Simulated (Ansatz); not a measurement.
Ansatz (a program for electronic structure) input (CCSD(T)/def2-SVPD):

Ansatz 0.2 input:
```yaml
crystal:
  periodic: [false, false, false]
  atoms:
    - {symbol: K, position_ang: [-0.00000000, -0.00000000, -1.98622517]}
    - {symbol: K, position_ang: [0.00000000, 0.00000000, 1.98622517]}
basis:
  gaussian:
    orbitals: def2-SVPD
magnetization: {spin_polarized: false}
correlation: {method: ccsd_t, electrons: outside_noble_gas}
output: {forces: true}
```

Output:

```
Functional definition: HF
integrals: 0.02 GiB planned
518 factors; integrals over basis functions are off by at most 6.0e-4 eV
mean field: 0.12 GiB planned
mean field evaluation 1: about -32603.2560 eV, gradient 2.5e0 eV
mean field evaluation 2: about -32603.2739 eV, gradient 2.5e0 eV
mean field evaluation 4: about -32603.3273 eV, gradient 3.0e-1 eV
mean field evaluation 8: about -32603.3294 eV, gradient 3.4e-5 eV
mean field evaluation 16: about -32603.3150 eV, gradient 6.6e-1 eV
mean field evaluation 32: about -32600.7221 eV, gradient 3.3e-4 eV
mean field evaluation 64: about -32599.9937 eV, gradient 5.5e-1 eV
mean field -32603.32939741 eV, -1198.1502560243 hartree, gradient 1.5e-6 eV, S^2 0.000000; 2 other end points of the search recorded, 0 dependent functions left out; unrestricted orbitals would lower it
determinant -32603.32939741 eV, -1198.1502560243 hartree, with singles and doubles -32603.94644711 eV, -1198.1729321828 hartree
determinant -32600.72208965 eV, -1198.0544392316 hartree, with singles and doubles -32601.68100175 eV, -1198.0896786013 hartree
determinant -32600.20096279 eV, -1198.0352881726 hartree, with singles and doubles -32600.55839491 eV, -1198.0484235610 hartree
18 core orbitals not correlated
reference -32603.32939741 eV, -1198.1502560243 hartree; 1, 1 occupied and 35, 35 virtual orbitals, 518 factors
densities: 0.08 GiB planned
second order -0.38099282 eV of doubles, -0.00000000 eV of singles
coupled cluster: 0.07 GiB planned
cycle   1  -0.59758077 eV  change    3.4e-3 eV  update   2.5e-2
cycle   2  -0.60334773 eV  change   -5.8e-3 eV  update   7.0e-3
cycle   3  -0.60585945 eV  change   -2.5e-3 eV  update   2.7e-3
cycle   4  -0.60658482 eV  change   -7.3e-4 eV  update   7.1e-4
cycle   5  -0.60673384 eV  change   -1.5e-4 eV  update   2.8e-4
cycle   6  -0.60676501 eV  change   -3.1e-5 eV  update   8.1e-5
cycle   7  -0.60677093 eV  change   -5.9e-6 eV  update   2.3e-5
cycle   8  -0.60677143 eV  change   -5.0e-7 eV  update   6.5e-6
cycle   9  -0.60677118 eV  change    2.5e-7 eV  update   2.6e-6
cycle  10  -0.60677093 eV  change    2.5e-7 eV  update   1.1e-6
perturbative correction -0.00000000 eV, -0.0000000000 hartree
the calculation of the forces begins
Total energy: -32603.93616833 eV, -1198.1725544446 hartree
Atom 0 at    -0.000000    -0.000000    -1.986225 Å, force    -0.000000    -0.000000    -0.126501 eV/Å
Atom 1 at     0.000000     0.000000     1.986225 Å, force    -0.000000     0.000000     0.126501 eV/Å
Dipole moment:     0.000000    -0.000000    -0.000000 e Å
```
